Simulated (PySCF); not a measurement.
Ge(F)2(SH)2 (F2GeH2S2), SMILES [SH][Ge]([F])([F])[SH]. Heavy atoms are numbered as in [F:1][Ge:2]([F:3])([SH:4])[SH:5]. Hydrogens are named by the atom that carries them.

Coordinates come from a ωB97X-D3(BJ)/def2-SVP optimisation. The structure was generated by enumeration, and PubChem lists no compound with its InChIKey, so it may never have been made. Other conformers were not sampled.

These are PBE0/def2-TZVP run with PySCF values and carry that method's errors.

ESP charges are fitted to the potential on shells at 1.4 to 2.0 van der Waals radii. Atomic charges (e), one atom of each kind:

| atom | Mulliken | ESP fit | IAO | Löwdin |
|---|---|---|---|---|
| F1 | -0.35 | -0.19 | -0.52 | -0.12 |
| Ge2 | 0.94 | 0.35 | 1.31 | -0.14 |
| S4 (SH) | -0.31 | -0.14 | -0.26 | 0.13 |
| H on S4 | 0.19 | 0.16 | 0.12 | 0.07 |
